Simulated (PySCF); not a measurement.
A GIAO shielding run with PySCF 2.14.0 with density-fitted response routines (density fitting, non-relativistic, gas phase) on `FC(F)C1=CC=CC[Si+]1Cl`, [C$_{6}$H$_{6}$ClF$_{2}$Si]+:

```
$ OMP_NUM_THREADS=1 python probes_run.py task.json out

{"job": {"kind": "nmr", "xc": "PBE0", "basis": "pcSseg-1"}, "charge": 1, "multiplicity": 1}
F      2.730628    -1.508184     0.359659
C      2.448003    -0.274821    -0.126011
F      2.779483    -0.312219    -1.439481
C      0.964295    -0.024433     0.001816
C      0.474184     1.030235     0.705632
C     -0.911784     1.349457     0.887879
C     -1.955349     0.660881     0.398005
C     -1.906965    -0.578972    -0.439252
Si    -0.171705    -1.226896    -0.838875
Cl     0.322541    -2.791464    -1.882928
H      3.089353     0.459851     0.378980
H      1.179039     1.703176     1.178256
H     -1.113511     2.230595     1.479647
H     -2.954985     1.013135     0.612049
H     -2.507065    -1.343045     0.069796
H     -2.473763    -0.378353    -1.356584
```

Hardware: 1 thread of an Arm Neoverse V1, shared host. The job also computes population analyses, field gradients, ring-centre shieldings.

Task: How large is the calculation?

Result: 90 electrons, 214 basis functions and 1154 auxiliary functions.

Task: How long does it take, and how much memory does it need?

Result: 56 s of wall time, with 14 SCF cycles and 5 response iterations; peak memory 1 GiB. Times on a shared host scatter by some tens of per cent.
